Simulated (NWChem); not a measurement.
CH$_{2}$NO cation; SMILES C(=N)=[OH+]

```xyz
5

N     -0.0302     1.1896     0.0000
C     -0.0170     0.0422     0.0000
O     -0.1198    -1.1882     0.0000
H     -0.0388     2.2064     0.0000
H      0.7020    -1.7252     0.0000
```
Atoms are numbered in this order, from 1.

Results from NWChem. Pople sets run with spherical d functions. Geometry: optimised at PBE0/def2-SVP. Vzz is the largest principal value of the second derivative of the potential at the nucleus (NWChem prints the opposite sign); η is the asymmetry. Non-relativistic.

```tsv
level	Vzz N1 (a.u.)	η N1	Vzz O3 (a.u.)	η O3	relative time
PBE/6-31G*	0.392	0.77	1.597	0.68	1
PBE/cc-pVTZ	-0.277	0.76	1.588	0.67	8
B3LYP/6-31G*	0.358	0.88	1.654	0.67	1
B3LYP/def2-TZVP	-0.277	0.64	1.665	0.66	6
```

The last column is a rough cost ratio, cheapest run = 1.
